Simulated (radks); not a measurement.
Species: W III. Configuration: [Xe] 4f14 5d4 (the NIST ground configuration). Calculated with a radial shooting solver on a logarithmic mesh with Libxc functionals: scalar-relativistic Kohn-Sham, r2SCAN, spin-unpolarised, spherical densities, finite nucleus; meta-GGA in the generalised Kohn-Sham scheme; Fermi nuclear charge, rms radius 5.3658 fm.

X-ray form factor f0, the Fourier transform of the density (f0(0) = 72):

sin(theta)/lambda (1/angstrom)  f0 (electrons)
0.05                                    71.246
0.1                                     69.160
0.15                                    66.158
0.2                                     62.687
0.25                                    59.086
0.3                                     55.561
0.4                                     49.106
0.5                                     43.583
0.6                                     38.886
0.8                                     31.310
1                                       25.570
1.25                                    20.572
1.5                                     17.436
2                                       13.812
